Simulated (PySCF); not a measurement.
hydrogen fluoride (HF), SMILES F. Atoms are numbered in the order given.

```xyz
2

F      0.0000     0.0000    -0.0921
H      0.0000     0.0000     0.8289
```

Geometry optimised at PBE0-D3(BJ)/def2-TZVPD.

Lowest vertical singlet excitation by several levels in PySCF, with rough processor times relative to the cheapest run on one machine. Each run also gave further roots (ADC and EOM-CCSD ionised and attached states too); roots are paired by order and the bases differ. EOM-CCSD serves as a yardstick, not as the true value; all levels that ended soundly for this molecule are listed, with differences from unrounded values.

| level | relative cost |
|---|---|
| ADC(2)/aug-cc-pVDZ | 1 |
| EOM-CCSD/aug-cc-pVDZ | 3 |
| TDDFT-LC-ωPBE/def2-TZVPD | 3 |
| TDDFT-M06-2X/def2-TZVPD | 10 |

Computed S1 at each level and its distance from EOM-CCSD:
```
level                     S1 (eV)  S1 minus EOM-CCSD (eV)
------------------------  -------  ----------------------
ADC(2)/aug-cc-pVDZ           9.60                   -0.67
EOM-CCSD/aug-cc-pVDZ        10.26                    0.00
TDDFT-LC-ωPBE/def2-TZVPD    10.17                   -0.09
TDDFT-M06-2X/def2-TZVPD     10.32                    0.06
```
